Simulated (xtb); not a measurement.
C5H3Cl, SMILES C(Cl)=C=CC#C. All values are semi-empirical tight-binding results from xtb (GFN2-xTB unless named), good for trends rather than for accurate numbers. Geometry optimised at GFN2-xTB. The structure was generated by enumeration, and PubChem lists no compound with its InChIKey, so it may never have been made.

Optimised geometry:

```xyz
9

C      3.2232    -0.7272     0.7066
C      2.2465    -0.7034     0.0092
C      1.1189    -0.6763    -0.8397
C     -0.1040    -0.5359    -0.4018
C     -1.3087    -0.3620     0.0312
Cl    -2.0279     1.2199     0.1894
H      4.0719    -0.7423     1.3229
H      1.3161    -0.8045    -1.8985
H     -1.9705    -1.1620     0.3233
```

```yaml
orbital_gap: 3.88 eV
dipole_moment: 1.67 D
zero_point_energy: 34.2 kcal/mol
G − E(el) at 298.15 K (modified RRHO): 14.6 kcal/mol
static polarisability (D4 model): 66.9 bohr³
solvation energy, GFN2-xTB/ALPB(water): -2.7 kcal/mol
solvation energy, GFN2-xTB/ALPB(chcl3): -6.6 kcal/mol
```

Computed atomic charges and the Wiberg bond orders between heavy atoms:
charges (e) C1 -0.09, C2 -0.01, C3 0.00, C4 -0.01, C5 0.04, Cl6 -0.17, H7 0.09, H8 0.08, H9 0.08. Bond orders C1–C2 2.82, C2–C3 1.11, C3–C4 1.84, C4–C5 1.93, C5–Cl6 0.94.
